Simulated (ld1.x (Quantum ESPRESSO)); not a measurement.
## Plane-wave convergence, TM potential for Cr

Cr, norm-conserving Troullier–Martins (Kleinman–Bylander form), made with ld1.x (Quantum ESPRESSO) 7.5 (LDA (PZ), scalar-relativistic). Core [Ne], reference 3s2 3p6 3d5 4s0 4p1. Waves: 3s (bound): rc 1.30 bohr; 3d (bound): rc 1.25 bohr; 3p (bound): rc 1.05 bohr. Local part: the p channel. Core correction: Bessel-smoothed model core inside 0.90 bohr.

Occupied shells without a wave of their own: 4p. They enter only through the test configuration that unscreens the potential, and ld1.x also counts them in the model core charge.

The pseudo-atom Hamiltonian at the reference potential is diagonalised in spherical Bessel functions j_l(qr) that vanish at 20 bohr, with q² up to the cutoff. All-electron valence levels (Ry): 3s -5.5094, 4s -0.3789, 3d -0.3298, 3p -3.4368, 4p -0.1357.

**Question.** How do the lowest levels (Ry) of each channel move with the cutoff, and are there ghosts?

**Answer.**

```
cutoff (Ry)     s #1     s #2     d #1     p #1     p #2    p #3    f #1    f #2  Σ f·Δε (mRy)
          8  -5.1996  -0.3458   0.0151  -1.5975  -0.0708  0.0451  0.0844  0.2004       13445.8
         15  -5.4228  -0.3874   0.0129  -2.6596  -0.1060  0.0300  0.0844  0.2004        6580.5
         30  -5.4588  -0.3913   0.0057  -3.3522  -0.1319  0.0219  0.0844  0.2004        2290.8
         45  -5.5014  -0.3922  -0.0248  -3.4303  -0.1358  0.0208  0.0844  0.2004        1580.5
         70  -5.5062  -0.3923  -0.2083  -3.4329  -0.1360  0.0207  0.0844  0.2004         637.6
        100  -5.5089  -0.3925  -0.3153  -3.4363  -0.1361  0.0207  0.0844  0.2004          77.0
        160  -5.5093  -0.3925  -0.3297  -3.4368  -0.1361  0.0207  0.0844  0.2004           1.1
        230  -5.5094  -0.3925  -0.3298  -3.4369  -0.1361  0.0207  0.0844  0.2004           0.2
        400  -5.5094  -0.3925  -0.3298  -3.4369  -0.1361  0.0207  0.0844  0.2004           0.0
```

Result: no extra level below or beside the all-electron valence levels (s, d, p, f tested); 10 mRy is reached at 140 Ry and 1 mRy at 180 Ry.

ld1.x takes every shell without a wave as core, so the model core holds the 4p electrons as well and exchange and correlation see them twice. This cancels in the reference configuration, but the file is broken for other ones, and its errors say nothing about a proper core correction. Its largest configuration-test error is -516 meV.
